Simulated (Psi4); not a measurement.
C2H8FGeNO2 (SMILES C[O][Ge]([NH2])([F])[O]C), singlet, at a GFN2-xTB geometry, atoms displaced at random by about 0.08 Å a coordinate; B3LYP/STO-3G, gradient (Psi4).

Input for Psi4:
```
memory 2 GB

molecule mol {
0 1
C    -2.199407   -1.388214    0.658543
O    -0.801998   -1.038161    0.818735
Ge    0.055525    0.353169   -0.022778
N    -0.708590    1.903375   -0.033539
F    -0.370511   -0.129593   -1.750794
O     1.632003    0.245537    0.292516
C     2.432676   -1.042679    0.243637
H    -2.765913   -0.510964    0.940944
H    -2.126891   -2.127571    1.383805
H    -2.426625   -1.519946   -0.330620
H    -0.499149    2.527030   -0.628804
H    -0.386851    2.351916    0.969965
H     2.669353   -1.314321   -0.669878
H     2.122007   -1.605460    0.936158
H     3.395741   -0.540001    0.758733
symmetry c1
no_reorient
no_com
}

set {
  basis sto-3g
  reference rks
}

gradient('b3lyp')
print_variables()
```

It wrote (shortened):

```
gradient() will perform analytic gradient computation.

   => Loading Basis Set <=

    Name: STO-3G
    Role: ORBITAL
    Keyword: BASIS

         ---------------------------------------------------------
                                   SCF
               by Justin Turney, Rob Parrish, Andy Simmonett
                          and Daniel G. A. Smith
                              RKS Reference
         ---------------------------------------------------------

  ==> Geometry <==

    Molecular point group: c1
    Full point group: C1

    Geometry (in Angstrom), charge = 0, multiplicity = 1:

       Center              X                  Y                   Z               Mass
    ------------   -----------------  -----------------  -----------------  -----------------
         C           -2.199407000000    -1.388214000000     0.658543000000    12.000000000000
         O           -0.801998000000    -1.038161000000     0.818735000000    15.994914619570
         GE           0.055525000000     0.353169000000    -0.022778000000    73.921177761000
         N           -0.708590000000     1.903375000000    -0.033539000000    14.003074004430
         F           -0.370511000000    -0.129593000000    -1.750794000000    18.998403162730
         O            1.632003000000     0.245537000000     0.292516000000    15.994914619570
         C            2.432676000000    -1.042679000000     0.243637000000    12.000000000000
         H           -2.765913000000    -0.510964000000     0.940944000000     1.007825032230
         H           -2.126891000000    -2.127571000000     1.383805000000     1.007825032230
         H           -2.426625000000    -1.519946000000    -0.330620000000     1.007825032230
         H           -0.499149000000     2.527030000000    -0.628804000000     1.007825032230
         H           -0.386851000000     2.351916000000     0.969965000000     1.007825032230
         H            2.669353000000    -1.314321000000    -0.669878000000     1.007825032230
         H            2.122007000000    -1.605460000000     0.936158000000     1.007825032230
         H            3.395741000000    -0.540001000000     0.758733000000     1.007825032230

  Running in c1 symmetry.

  Rotational constants: A =      0.07660  B =      0.05505  C =      0.04401 [cm^-1]
  Rotational constants: A =   2296.28558  B =   1650.23887  C =   1319.29783 [MHz]
  Nuclear repulsion =  654.946255239765833

  Charge       = 0
  Multiplicity = 1
  Electrons    = 84
[...]
  @DF-RKS Final Energy: -2433.76145411466950
    Total Energy =                      -2433.7614541146690499
[...]
    Meta                =          FALSE

    Exchange Hybrid     =           TRUE
    MP2 Hybrid          =          FALSE

   => Exchange Functionals <=

    0.0800   Slater exchange
    0.7200         Becke 88

   => Exact (HF) Exchange <=

    0.2000               HF

   => Correlation Functionals <=

    0.1900   Vosko, Wilk & Nusair (VWN5_RPA)
    0.8100   Lee, Yang & Parr

   => LibXC Density Thresholds  <==

    XC_HYB_GGA_XC_B3LYP:  1.00E-15

   => Molecular Quadrature <=

    Radial Scheme          =       TREUTLER
    Pruning Scheme         =           NONE
    Nuclear Scheme         =       TREUTLER

    Blocking Scheme        =         OCTREE
    BS radius alpha        =              1
    Pruning alpha          =              1
    Radial Points          =             75
    Spherical Points       =            302
    Total Points           =         317788
    Total Blocks           =           2396
    Max Points             =            256
    Max Functions          =             51
    Weights Tolerance      =       1.00E-15

  -Total Gradient:
     Atom            X                  Y                   Z
    ------   -----------------  -----------------  -----------------
       1       -0.052825428720    -0.087333858609    -0.028590543042
       2       -0.068030302106    -0.028797086750     0.000842335488
       3        0.083171134774     0.044447655353     0.075994916327
       4        0.018153891611     0.142624742715    -0.251358498406
       5       -0.016794638145    -0.008668162710    -0.035860777845
       6       -0.030941753766     0.017766022421     0.002460405792
       7       -0.076516973501    -0.248148516791    -0.046019797176
       8        0.028435528826    -0.007983009313    -0.018165489377
       9        0.039503414876     0.059838413336    -0.028597958118
      10        0.024841730796     0.038380117743     0.074092529976
      11       -0.055741787764    -0.160366051841     0.164558673459
      12        0.030792038209     0.011942918315     0.059153536004
      13       -0.021750352532     0.050927348265     0.119175551361
      14        0.069825630554     0.136686654258    -0.119232815767
      15        0.028007431217     0.038510992599     0.031377508534

  Variable Map:
  ----------------------------------------------------------------------------
[...]
  Array Variable Map:
  ----------------------------------------------------------------------------
[...]
[...]
```
